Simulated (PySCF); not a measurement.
Compound: C9H12OSi.
Bonds: C1–C2 (double), C2–C3, C2–Si4, Si4–O5, O5–C6, C6–C7 (aromatic), C7–C8 (aromatic), C8–C9 (aromatic), C9–C10 (aromatic), C10–C11 (aromatic), C6–C11 (aromatic). Hydrogens: H12, H13 on C1; H14, H15, H16 on C3; H17, H18 on Si4; H19 on C7; H20 on C8; H21 on C9; H22 on C10; H23 on C11.

NICS = −σ at a ghost point: NICS(0) at the centroid of the ring atoms, NICS(1) 1 Å to either side along the normal of their mean plane, zz for the tensor component along that normal. Level: GIAO HF/pcSseg-1 (PySCF, non-relativistic, gas phase) on the PBE0-D3(BJ)/def2-SVP geometry, one conformer.

Ring bond lengths (Å): C6–C7 1.399, C7–C8 1.394, C8–C9 1.393, C9–C10 1.396, C10–C11 1.391, C11–C6 1.399.

Q: Give the NICS values of each ring in ppm.

A: 
| ring | type | NICS(0) | NICS(1), two faces | NICS(1)zz, two faces | rms pucker (Å) | centre to ring atoms, mean (Å) |
| --- | --- | --- | --- | --- | --- | --- |
| C6–C7–C8–C9–C10–C11 | 6-membered carbocycle; formal bonds all aromatic | -11.0 | -12.2 / -12.3 | -29.9 / -29.9 | 0.00 | 1.40 |

Q: What can be read from them?

A: 
- C6–C7–C8–C9–C10–C11: mean NICS(1)zz -29.9 ppm, shielded. The ring is flat and has no four-coordinate atom; by the NICS criterion it is aromatic.

Q: How equal are the bonds by HOMA? HOMA takes Krygowski's 1993 parameters.

A: 
- C6–C7–C8–C9–C10–C11: HOMA 0.98 = 1 − EN − GEO, with mean bond length 1.395 Å, EN = α(Ropt − mean)² = 0.014 and GEO = α × variance = 0.003. The geometric and the magnetic index point the same way.

Q: How do the values depend on the level or the medium?

A: 
```tsv
level	NICS(0), C6–C7–C8–C9–C10–C11	mean NICS(1)zz, C6–C7–C8–C9–C10–C11
HF/pcSseg-1, gas	-11.0	-29.9
PBE0/pcSseg-1, gas	-9.6	-27.2
PBE0/pcSseg-1, IEF-PCM benzene	-9.5	-27.2
PBE0/pcSseg-1, IEF-PCM methanol	-9.3	-27.3
```

The geometry is the same throughout; the continuum's cavity takes Bondi-type radii × 1.2.

Conformer computed: `[CH2:1]=[C:2]([CH3:3])[SiH2:4][O:5][c:6]1[cH:7][cH:8][cH:9][cH:10][cH:11]1`: C1–C2–Si4–O5 -2°, C2–Si4–O5–C6 -178°, Si4–O5–C6–C7 -1°.
